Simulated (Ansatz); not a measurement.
Geometry optimisation, RHF/def2-SVP (Ansatz 0.2.0).

Input file:

```yaml
crystal:
  periodic: [false, false, false]
  atoms:
    - { symbol: B, position_ang: [0.0, 0.0, 0.0] }
    - { symbol: O, position_ang: [0.0, 0.0, 1.76] }
    - { symbol: H, position_ang: [-0.9095, -0.2814, 2.0971] }
    - { symbol: H, position_ang: [1.0305, 0.0, -0.595] }
    - { symbol: Cl, position_ang: [-1.6108, 0.0, -0.93] }
    - { symbol: Br, position_ang: [-0.2927, 2.2013, 0.7379] }
    - { symbol: H, position_ang: [-0.1476, 1.1104, 1.7348] }
basis:
  gaussian: { orbitals: def2-SVP }
hamiltonian:
  xc: hf
relax:
  f_tol: 0.15
  max_steps: 25
  restrain:
    - { distance: [0, 5], at: 2.04, k: 30.0 }
    - { distance: [6, 1], at: 1.01, k: 30.0 }
    - { distance: [0, 1], at: 2.61, k: 30.0 }
    - { distance: [6, 5], at: 2.75, k: 30.0 }
output:
  orbitals: {}
```

Run as:

```bash
$ ansatz run input.yaml --threads 1 --pin off --max-ram 2048MiB --backend cpu --events-out ev --progress --plain --runs-dir out
```

**Question.** Where does it end, and by what steps?

**Answer.** The forces met the threshold. The restraints hold the end off the free minimum; the threshold counts their pulls, which the force column leaves out. Restrained pairs: B1–Br6 (2.34 → 2.00 Å), O2–H7 (1.12 → 0.97 Å), B1–O2 (1.76 → 2.61 Å), Br6–H7 (1.48 → 2.76 Å). After 7 steps the energy has fallen by 3.005 eV (the restraints' own energy left out); B1 moved furthest, 0.72 Å.

```csv
step,energy less start (eV),largest force component (eV/Å),accepted
0,0.0000,5.585,yes
1,-1.1409,3.422,yes
2,-1.8037,3.762,yes
3,-2.4501,2.734,yes
4,-2.8678,2.714,yes
5,-2.9590,1.546,yes
6,-2.9773,1.423,yes
7,-3.0053,1.289,yes
```

```xyz
7
Properties=species:S:1:pos:R:3
B -0.089 0.551 -0.460
O -0.103 -0.146 2.051
H -0.949 -0.452 2.350
H 0.969 0.040 -0.611
Cl -1.571 -0.217 -0.963
Br -0.124 2.468 0.127
H -0.063 0.787 2.310
```

The run took 22 s on 1 thread of Arm Neoverse V1, on a shared host, peak memory 0.19 GiB.
